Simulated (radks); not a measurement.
F2+, 7 electrons, occupied as [He] 2s2 2p2.75 3d0.25 (fractional occupations, a model configuration). All-electron calculation, scalar-relativistic Kohn-Sham, PBE, spin-polarised, spherical densities, point nucleus; open shells are filled with parallel spins first. Program: a radial shooting solver on a logarithmic mesh with Libxc functionals.

Local quantities along the radius. ELF = 1/(1 + alpha^2) is the electron localisation function; alpha = (tau - tau_W)/tau_unif compares the Pauli kinetic energy density with that of the uniform gas (summed over spins); s = |grad rho|/(2 (3 pi^2)^(1/3) rho^(4/3)) is the reduced gradient. tau is taken from the large components.

r (bohr),ELF,alpha,s
0.007147,1.000,0.003404,0.4075
0.008059,1.000,0.003474,0.4082
0.009086,1.000,0.003557,0.4094
0.01033,1.000,0.003661,0.4112
0.01164,1.000,0.003777,0.4134
0.01313,1.000,0.003913,0.4161
0.0148,1.000,0.004075,0.4194
0.01682,1.000,0.004280,0.4236
0.01897,1.000,0.004512,0.4283
0.02139,1.000,0.004789,0.4338
0.02431,1.000,0.005149,0.4407
0.02741,1.000,0.005564,0.4482
0.0309,1.000,0.006073,0.4570
0.03512,1.000,0.006755,0.4678
0.0396,1.000,0.007567,0.4797
0.04464,1.000,0.008606,0.4935
0.05034,1.000,0.009956,0.5095
0.05721,1.000,0.01188,0.5295
0.06451,1.000,0.01434,0.5516
0.07273,1.000,0.01775,0.5775
0.08266,0.999,0.02298,0.6102
0.0932,0.999,0.03025,0.6466
0.1051,0.998,0.04121,0.6897
0.1194,0.996,0.05981,0.7444
0.1347,0.992,0.08850,0.8054
0.1518,0.982,0.1368,0.8765
0.1712,0.954,0.2205,0.9572
0.1946,0.873,0.3817,1.049
0.2194,0.702,0.6508,1.128
0.2473,0.457,1.090,1.171
0.2811,0.250,1.733,1.128
0.317,0.163,2.267,0.9662
0.3574,0.152,2.362,0.7161
0.4062,0.217,1.899,0.4728
0.4579,0.373,1.297,0.3524
0.5163,0.584,0.8440,0.3340
0.5822,0.748,0.5812,0.3790
0.6617,0.839,0.4377,0.4632
0.746,0.878,0.3736,0.5625
0.8411,0.892,0.3483,0.6803
0.956,0.890,0.3517,0.8330
1.078,0.872,0.3830,1.013
1.215,0.830,0.4527,1.246
1.381,0.731,0.6068,1.575
1.557,0.537,0.9284,1.984
1.756,0.252,1.723,2.499
1.98,0.065,3.800,3.044
2.25,0.013,8.617,3.318
2.537,0.006,13.16,2.887
2.86,0.006,13.16,2.142
3.251,0.008,10.93,1.773
3.666,0.010,9.775,1.917
4.133,0.010,9.715,2.341
4.697,0.009,10.64,3.029
5.296,0.006,12.58,3.978
5.971,0.004,16.22,5.427
6.733,0.002,23.09,7.759
7.652,0.001,38.26,12.04
8.628,0.000,70.48,19.29
9.728,0.000,150.6,32.98

On this mesh the ELF has minima near r = 0.36 bohr, which separate the shells, and maxima near 0.84 (0.89).
